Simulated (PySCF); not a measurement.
WOBr3 (doublet state).
Bonds: W1–O2, W1–Br3, W1–Br4, W1–Br5.

Computed with PBE0-D3(BJ)/def2-SVP geometry optimisation, gas phase, def2 core potentials past Kr in PySCF.

Task: How far are the bound atoms from W1?

Result: 4 atoms: O2 1.679 Å, Br5 2.411 Å, Br3 2.413 Å, Br4 2.413 Å.

Task: List the angles at W1.

Result: 
```csv
angle,degrees,distance of the outer atoms (Å)
O2–W1–Br3,119.1,3.55
Br3–W1–Br4,111.7,3.99
Br3–W1–Br5,110.3,3.96
O2–W1–Br4,108.2,3.34
O2–W1–Br5,106.7,3.31
Br4–W1–Br5,98.8,3.66
```

Task: What is the shape at W1?

Result: Distorted tetrahedral: angles from 98.8° to 119.1°; τ4 = (360° − α − β)/141° = 0.92 with α and β the two widest (0 for a square, 1 for a tetrahedron). Differences among atoms that Cs makes equivalent are scatter left by the optimiser.

Task: What are the rotational constants (commonest isotopes, rigid rotor)?

Result: A = 738.1, B = 621.8, C = 425.8 MHz: an asymmetric top.

Point group: Cs (tolerance 0.08 Å). Charge 0, doublet. ⟨S²⟩ = 0.756 (exact for a doublet: 0.75). No PBE0-D3(BJ)/def2-SVP frequencies stand behind this structure, so it isn't proved a minimum.

For an open-shell metal species like this, the optimisation's SCF solution wasn't tested for stability and no frequencies at its level were run, so a lower state or another shape may exist.
